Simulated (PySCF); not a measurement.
**Ionisation energy of Mn by level of theory**

Mn [Ar] 3d5 4s2 (6S) → Mn+ [Ar] 3d5 4s1 (7S), as a difference of total energies. All numbers are calculated (PySCF 2.14, the non-relativistic Hamiltonian (point nucleus), in def2-SVP (5s3p2d1f, 31 functions)). Correlated levels: valence: [Ar] frozen. The calculations carry no spin-orbit coupling.

| method | ionisation energy (eV) | difference from reference (eV) |
| --- | --- | --- |
| UHF | 5.954 | -1.480 |
| PBE | 7.131 | -0.303 |
| PBE0 | 7.017 | -0.417 |
| MP2 (valence) | 6.603 | -0.831 |
| SCS-MP2 (valence) | 6.723 | -0.711 |

Reference: 7.434 eV (measured; NIST Atomic Spectra Database, ionization energies).

These non-relativistic numbers lack the scalar-relativistic shift.

Errors of the correlated levels include the incompleteness of this basis and the frozen core.

MP2 underrates the near-degeneracy of ns² with np² in the lower species.
